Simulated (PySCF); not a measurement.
B2H5O2 (charge -1).
Geometry (GFN2-xTB, Å), atoms numbered from 1 in this order:
```
atom  x, y, z in Å
B1     0.9950   -0.2325    0.0956
B2    -0.6479    0.1510   -0.0847
O3    -1.7016   -0.7804   -0.1335
O4    -1.1727    1.4537   -0.1733
H5     1.2724   -1.3624   -0.3326
H6     1.3072   -0.2173    1.2927
H7     1.7392    0.5782   -0.4744
H8    -1.3308   -1.6592   -0.0744
H9    -0.4473    2.0749   -0.1407
```

PySCF closed-shell single points with density fitting, gas phase. The input was altered on purpose; the results of an altered input aren't properties of the species above.

Q: What comes out at BHandHLYP/aug-cc-pVDZ with: at most 86 cycles, all coordinates scaled by 1.1?

A: E = -203.1386 Eh; HOMO -3.41 eV, LUMO 3.27 eV (gap 6.68 eV), in 10 cycles. The distance B1···B2 goes from 1.697 to 1.866 Å, the nuclear repulsion from 103.38 to 93.98 Eh (it goes as one over the scale factor).

Coordinates of the altered input:
```
atom  x, y, z in Å
B1     1.0945   -0.2557    0.1052
B2    -0.7126    0.1662   -0.0931
O3    -1.8717   -0.8585   -0.1469
O4    -1.2899    1.5991   -0.1906
H5     1.3996   -1.4986   -0.3658
H6     1.4379   -0.2390    1.4220
H7     1.9132    0.6360   -0.5219
H8    -1.4639   -1.8252   -0.0818
H9    -0.4920    2.2824   -0.1548
```

The SCF part of the output:
```
final grid: 71696 points
cycle   1  E = -202.9848596347  dE = -3.497e-01  |g| = 8.222e-01  |ddm| = 5.447e+00
cycle   2  E = -202.9030497350  dE =  8.181e-02  |g| = 1.099e+00  |ddm| = 2.495e+00
cycle   3  E = -203.1366899964  dE = -2.336e-01  |g| = 7.498e-02  |ddm| = 1.209e+00
cycle   4  E = -203.1383281060  dE = -1.638e-03  |g| = 2.615e-02  |ddm| = 2.382e-01
cycle   5  E = -203.1385953018  dE = -2.672e-04  |g| = 3.447e-03  |ddm| = 8.727e-02
cycle   6  E = -203.1386003357  dE = -5.034e-06  |g| = 7.082e-04  |ddm| = 1.119e-02
cycle   7  E = -203.1386006295  dE = -2.938e-07  |g| = 2.032e-04  |ddm| = 3.412e-03
cycle   8  E = -203.1386006430  dE = -1.349e-08  |g| = 1.544e-04  |ddm| = 6.614e-04
cycle   9  E = -203.1386006484  dE = -5.330e-09  |g| = 2.699e-05  |ddm| = 2.534e-04
cycle  10  E = -203.1386006486  dE = -2.494e-10  |g| = 8.255e-06  |ddm| = 7.860e-05
converged SCF energy = -203.1386006486
```
